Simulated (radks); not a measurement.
Results of a calculation; reference values are marked as such.
Question: Code: a radial shooting solver on a logarithmic mesh with Libxc functionals. Model: scalar-relativistic Kohn-Sham, LDA (Slater exchange, VWN5 correlation), spin-unpolarised, spherical densities, finite nucleus; Fermi nuclear charge, rms radius of each element as measured or else 0.836 A^(1/3) + 0.57 fm. Response by self-consistent Sternheimer equations with the Hartree and adiabatic LDA kernel, the relativistic mass of each level held fixed and spin-orbit coupling left out. For heavy and open-shell atoms this level of theory can miss by tens of per cent. Rank Zn2+, Se6+, Ga3+, Cu+, Br7+, As5+, Ni, Kr8+, Ge4+ (NIST ground configurations) by static dipole polarisability, largest first.

Answer: Ni 43.59, Cu+ 8.163, Zn2+ 2.998, Ga3+ 1.491, Ge4+ 0.8721, As5+ 0.5641, Se6+ 0.3903, Br7+ 0.2833, Kr8+ 0.2132 bohr^3.
